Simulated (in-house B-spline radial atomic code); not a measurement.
The phosphorus ion P²⁺ is squeezed into an impenetrable sphere of radius R (the orbitals vanish at R). Level of theory: scalar-relativistic (X2C) Hartree-Fock, spin-polarised, averaged over the determinants with the given up and down occupations, Fermi nucleus of rms radius 3.1889 fm; calculated with a B-spline radial code for spherical atoms.

Energies in eV above the free ion in [Ne] 3s2 3p1:

```
R (bohr)  highest level (eV)  [Ne] 3s2 3p1  [Ne] 3s2 3d1  [Ne] 3s1 3p1 3d1
    7.93               -29.7     0.0001898         13.44             19.19
    6.06               -29.7       0.01588         13.68             19.34
    5.12               -29.5        0.1358         14.26             19.82
    3.95               -28.4         1.708         17.28              22.8
    3.79                 -28         2.385         18.27             23.83
    2.83               -20.5         16.94         35.01              41.4
    2.73               -18.8         20.75         38.99             45.56
    2.36               -8.71         44.33         62.51             69.89
    1.88                21.8         124.6         137.8             145.9
    1.26                 173         593.1         558.3             553.1
```

(1) Does [Ne] 3s2 3d1 fall below [Ne] 3s2 3p1 under compression?

(2) Does [Ne] 3s1 3p1 3d1 fall below [Ne] 3s2 3p1 under compression?

The highest level is first positive in the row R = 1.88 bohr, pushed up by confinement above the zero of the free ion's potential. Each configuration is held fixed and needn't be the lowest in the sphere.

Answers

(1) Yes, between R = 1.88 and 1.26 bohr the order changes (near 1.71 bohr by linear interpolation).

(2) Yes, between R = 1.88 and 1.26 bohr the order changes (near 1.66 bohr by linear interpolation).
